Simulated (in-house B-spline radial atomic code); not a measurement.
Configurations of Os VI (Os5+), with energies counted from [Xe] 4f14 (5d3/2)3. Computed with an all-electron radial atomic-structure program (B-spline basis): Dirac-Hartree-Fock, average of each configuration as written, Fermi nucleus of rms radius 5.4126 fm. Energies include first-order Breit, QED and recoil terms.

Occupations are held fixed; configurations that lie above the ionisation limit could autoionise.

```tsv
configuration	E - E(ref) (eV)	highest orbital	its <r> (bohr)
[Xe] 4f14 (5d5/2)3	4.2449	5d5/2	1.49
[Xe] 4f14 (5d3/2)1 (5d5/2)1 7s1	40.181	7s1/2	4.036
[Xe] 4f14 (5d3/2)1 (5d5/2)1 (7g9/2)1	60.979	7g9/2	10.45
[Xe] (4f5/2)5 (4f7/2)8 (5d3/2)1 (5d5/2)2 (8f7/2)1	120.54	8f7/2	10.78
[Kr] 4d10 4f14 5s2 (5p1/2)1 (5p3/2)4 (5d5/2)3 (9g7/2)1	126.53	9g7/2	18.39
```

**Question.** Order these further configurations by energy, lowest first.
A. [Xe] 4f14 (5d5/2)2 (9f5/2)1
B. [Xe] 4f14 (5d3/2)1 (5d5/2)2
C. [Kr] 4d10 4f14 5s2 (5p1/2)2 (5p3/2)3 (5d3/2)3 (6d5/2)1
D. [Xe] (4f5/2)5 (4f7/2)8 (5d3/2)4
E. [Xe] 4f14 (5d3/2)2 (8p3/2)1

**Answer.** B (3.1348 eV), E (52.257 eV), D (55.688 eV), A (64.565 eV), C (82.514 eV).

**Question.** How far above the reference does [Xe] 4f14 (5d3/2)2 (5d5/2)1 lie?

**Answer.** 1.7196 eV; its least bound orbital is 5d5/2 with <r> = 1.494 bohr.
